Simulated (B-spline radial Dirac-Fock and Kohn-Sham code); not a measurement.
## Auger decay of the 4p1/2 hole in Ba⁺

System: the Ba⁺ ion, [Xe] 5d1 (not the ground configuration).

Method: independent-particle rates on relativistic LDA orbitals of the hole state (multipoles up to L = 3, Coulomb Auger matrix elements, transition energies from Dirac-Fock). Computed with a B-spline atomic structure program. Kinetic energies are configuration averages from the vacuum level; the two-hole energies are estimated from single-hole states.

```csv
transition,kinetic energy (eV),width (meV),share (%)
N2-N4O1,54.13,535,22.7
N2-N5O1,56.73,80.1,3.4
N2-N4O2,72.43,370,15.7
N2-N4O3,74.75,749,31.8
N2-N5O2,74.88,356,15.1
N2-N5O3,77.41,85.7,3.6
N2-N4O4,95.18,25.2,1.1
N2-N4O5,95.23,53.5,2.3
N2-O1O2,133.4,23.4,1.0
N2-O2O2,149.4,13.7,0.6
N2-O2O3,152.4,40.7,1.7
```

Coster-Kronig rates are the weakest part of this model and often come out 1.5 to 2.5 times too large. The listed channels hold 99 % of the non-radiative rate. Summed by principal shells, of 2.36 eV in all: NNO 96.2 %, NOO 3.8 %.
